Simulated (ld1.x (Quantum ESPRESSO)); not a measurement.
# Ranking TM potentials for Mo

All share these settings but for the change named:

* Element: Mo (Z = 42)
* Generator: ld1.x (Quantum ESPRESSO) 7.5
* Type: norm-conserving Troullier–Martins (Kleinman–Bylander form)
* Functional: PBE
* Relativity: scalar-relativistic
* Frozen core: [Ar] 3d10
* Valence charge: 14
* Reference configuration: 4s2 4p6 4d4 5s0 5p0 (charge +2)
* Partial waves: 4s (bound): rc 1.85 bohr; 4p (bound): rc 2.00 bohr; 4d (bound): rc 2.45 bohr
* Local potential: all-electron potential smoothed inside 1.75 bohr (lloc = -1)
* Core correction: a·sin(br)/r model core, default radius (core density twice the valence density)

Test errors are all-electron minus pseudo excitation energies from the reference, over 4s2 4p6 4d5 5s1 5p0; 4s2 4p6 4d5 5s0 5p0; 4s2 4p6 4d3 5s0 5p0; 4s2 4p6 4d6 5s0 5p0; 4s2 4p5 4d5 5s1 5p0; 4s2 4p6 4d5.5 5s0.5 5p0; 4s1 4p6 4d5 5s1 5p0. None of these files shows a bound ghost.

The base gives 198.8 meV.

Of 6 variants that were run, those that failed, showed a ghost or another fault, or gave nearly equal values are left out.

Task: Rank these variants by their largest absolute test error, smallest first.
A. all radii but the core radius scaled by about 1.37 (s 2.52, p 2.74, d 3.34 bohr); local potential all-electron potential smoothed inside 2.40 bohr (lloc = -1)
B. all radii but the core radius scaled by about 1.08 (s 2.00, p 2.16, d 2.66 bohr); local potential all-electron potential smoothed inside 1.90 bohr (lloc = -1)
C. all radii but the core radius scaled by about 1.30 (s 2.40, p 2.58, d 3.18 bohr); local potential all-electron potential smoothed inside 2.26 bohr (lloc = -1)
D. all radii but the core radius scaled by about 0.76 (s 1.40, p 1.52, d 1.86 bohr); local potential all-electron potential smoothed inside 1.32 bohr (lloc = -1)
E. all radii but the core radius scaled by about 0.84 (s 1.56, p 1.68, d 2.06 bohr); local potential all-electron potential smoothed inside 1.48 bohr (lloc = -1)

Result: E (403.0 meV), D (552.8 meV), A (666.5 meV), B (814.0 meV), C (1844.3 meV).
